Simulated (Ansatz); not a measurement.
CH₄O, charge +1, doublet, geometry from GFN2-xTB (a state made from the parent by changing its charge; the spin is typed, not shown lowest); BLYP/6-311G** (Ansatz, a first-principles code).

Input for Ansatz:
Ansatz 0.2 input:
```yaml
crystal:
  periodic: [false, false, false]
  atoms:
    - {symbol: C, position_ang: [-0.08203668, 0.60493218, 0.11482401]}
    - {symbol: O, position_ang: [0.06067739, -0.68366516, -0.17494028]}
    - {symbol: H, position_ang: [-1.18198643, 0.86214509, 0.11391237]}
    - {symbol: H, position_ang: [0.62482878, -1.22970011, 0.41246267]}
    - {symbol: H, position_ang: [0.43910736, 0.99198948, 0.99712096]}
    - {symbol: H, position_ang: [0.12485126, 1.21529375, -0.81291782]}
basis:
  gaussian:
    orbitals: 6-311G__.json
hamiltonian:
  xc: blyp
total_charge: 1
magnetization: {spin_polarized: true, initial_magnetization: 1}
```
The basis file holds 6-311G** in the JSON format of the Basis Set Exchange.

Output, abridged:

```
Functional definition: BLYP
483 factors; their error is unknown
mean field evaluation 1: about -3124.5473 eV, gradient 6.2e1 eV
mean field evaluation 2: about -3093.6310 eV, gradient 1.0e2 eV
mean field evaluation 4: about -3137.4240 eV, gradient 1.6e1 eV
mean field evaluation 8: about -3138.4808 eV, gradient 1.2e-1 eV
mean field evaluation 16: about -3138.4569 eV, gradient 1.9e-5 eV
mean field -3138.45686530 eV, -115.3361624774 hartree, gradient 1.9e-5 eV, S^2 0.752570; 0 other end points of the search recorded, 0 dependent functions left out
reference -3138.45707199 eV, -115.3361700729 hartree; 9, 8 occupied and 51, 52 virtual orbitals, 483 factors
Total energy: -3138.45707199 eV, -115.3361700729 hartree
```
